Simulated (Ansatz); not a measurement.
`FC(F)(F)[O][SnH3]` + H₂Se → `FC(F)(F)[SeH]` + `[OH][SnH3]`  (substitution at a C–O bond)

Computed with Ansatz on PBE0-D4/def2-TZVP structures; ΔE is electronic, products minus reactants. CCSD(T)/CBS adds triple-zeta CCSD(T) − MP2 to the extrapolated MP2 energy (def2 sets, frozen cores). DFT in def2-TZVPP. Elements past krypton have def2 core potentials. For Se, Sn outer-core shells are correlated without core-valence functions, which leaves a few kJ/mol of doubt a bond. Scalar relativity is left out up to krypton. Each species was taken in one conformer, which may not be the lowest.

CCSD(T)/CBS gives +0.70 eV.

Q: Another level gave +0.76 eV. Which?
A. PBE/def2-TZVPP
B. r2SCANh/def2-TZVPP
C. BHLYP/def2-TZVPP
D. revPBE/def2-TZVPP

A: B. r2SCANh 0.76, BHLYP 0.83, PBE 0.59, revPBE 0.55 eV.

Largest T1 diagnostic among the species: 0.014.

From r2SCAN to r2SCAN0 (25 % exact exchange), in def2-TZVPP and without D4, ΔE moves by +0.08 eV. Leaving LDA and LC-ωPBE aside and taking each functional with its dispersion term where it has one, the values, not all of them listed here, spread over 0.27 eV, from revPBE-D4 to BHLYP-D4. LDA lies +0.14 eV from PBE without D4. In def2-TZVPP, CCSD(T) changes the Hartree–Fock value by −0.25 eV (the triples alone add −0.04 eV) and MP2 by −0.30 eV.
